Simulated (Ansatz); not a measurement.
Computed with Ansatz on PBE0-D4/def2-TZVP structures; ΔE is electronic, products minus reactants. CBS: MP2 limit from def2 TZ/QZ plus the TZ coupled-cluster correction, frozen cores. This one scheme is used for every species. DFT in def2-TZVPP. def2 core potentials past Kr. For I outer-core shells are correlated without core-valence functions, which leaves a few kJ/mol of doubt a bond. Each species was taken in one conformer, which may not be the lowest.

Reaction (ligand exchange at a B–C bond): `C=NBC[SiH3]` + HI → `C=NBI` + `C[SiH3]`

`C=NBC[SiH3]`:

Cartesian coordinates in Å:
```
C 1.717 0.468 2.055
N 1.313 -0.015 0.987
B 0.863 -0.550 -0.180
C -0.072 0.251 -1.153
Si -1.868 -0.202 -0.859
H 2.672 0.999 2.120
H 1.136 0.384 2.979
H 1.185 -1.684 -0.407
H 0.154 0.002 -2.195
H 0.021 1.334 -1.029
H -2.285 0.194 0.514
H -2.761 0.488 -1.831
H -2.075 -1.669 -1.001
```

HI:

Cartesian coordinates in Å:
```
I 0.704 -0.387 0.059
H -0.704 0.387 -0.059
```

`C=NBI`:

Cartesian coordinates in Å:
```
C 0.898 0.670 -0.785
N 0.001 0.097 -0.147
B -0.968 -0.526 0.549
I -0.445 -1.614 2.327
H 1.180 1.704 -0.566
H 1.440 0.161 -1.587
H -2.107 -0.493 0.209
```

`C[SiH3]`:

Cartesian coordinates in Å:
```
C -0.619 -0.417 0.646
Si 0.554 0.373 -0.578
H -0.091 -0.709 1.556
H -1.082 -1.309 0.220
H -1.415 0.278 0.924
H 1.185 1.587 0.006
H -0.168 0.773 -1.816
H 1.636 -0.577 -0.957
```

| species | PBE-QIDH energy (Eh) |
| --- | --- |
| `C=NBC[SiH3]` | -449.75773 |
| HI | -298.16577 |
| `C=NBI` | -416.98330 |
| `C[SiH3]` | -330.96297 |

Work out ΔE.

ΔE = (-416.98330) + (-330.96297) − (-449.75773) − (-298.16577) = -0.02277 Eh = -59.8 kJ/mol. CCSD(T)/CBS gives -58.9 kJ/mol.

What do rigid-rotor, harmonic-oscillator terms from PBE0-D4/def2-TZVP frequencies (298.15 K, 1 bar) make of the CCSD(T)/CBS value? (An estimate is asked.)

The calculation gave: ΔZPE = +9.6 kJ/mol, ΔH = -51.1 kJ/mol, ΔS = 8 J/(mol·K), ΔG = -53.3 kJ/mol. Modes under 50 cm⁻¹ make the entropy rough.

Largest T1 diagnostic among the species: 0.014.

At CCSD(T), def2-SVP lies +6.7 kJ/mol from the extrapolated value and def2-TZVPP +3.4 kJ/mol. Leaving LDA and LC-ωPBE aside and taking each functional with its dispersion term where it has one, the values, not all of them listed here, spread over 8.0 kJ/mol, from B2PLYP to B97M-V. LDA lies +8.7 kJ/mol from PBE without D4.
